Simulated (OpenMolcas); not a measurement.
An OpenMolcas run meant for Cr3+ (ANO-RCC-VTZP, X2C; inactive shells 1s 2s 2p 3s 3p; intended active space 3 electrons in 5 orbitals (3d)). One step of its input:

```
&RASSCF
FileOrb=start.orb
Symmetry=1
Spin=5
nActEl=3 0 0
Inactive=3 6
Ras2=5 0
CIRoot=10 10 1
SDav=10
CIMx=300
Iter=73 100
PrWF=0.3
OrbListing=Nothing
MaxOrb=0
Atom
>>> COPY $Project.JobIph JOB001
```

Lines from the output:

```
--- SEWARD ---
Basis set label: CR.ANO-RCC...6S5P3D2F1G.

      Electronic valence basis set:
      ------------------
      Associated Effective Charge  24.000000 au
      Associated Actual Charge     24.000000 au
      Nuclear Model: Point charge

      Shell  nPrim  nBasis  Cartesian Spherical Contaminant
         s      21       6        X
         p      15       5        X
         d      10       3                 X
         f       6       2                 X
         g       4       1                 X
RX2C
                  Relativistic X2C integrals
                  Atomic mean-field integrals
--- RASSCF ---

 Nr of active orbitals     NAC=   5
 Spin degeneracy         ISPIN=   5
 There can be no such wave function.
 ************************************************
--- Stop Module: rasscf at  /rc=_RC_INPUT_ERROR_ ---
.####################.
.# User input error #.
.####################.
```

Task: What is wrong with the input?

Result: The spin multiplicity does not fit the number of active electrons: an even count needs an odd multiplicity and the reverse.
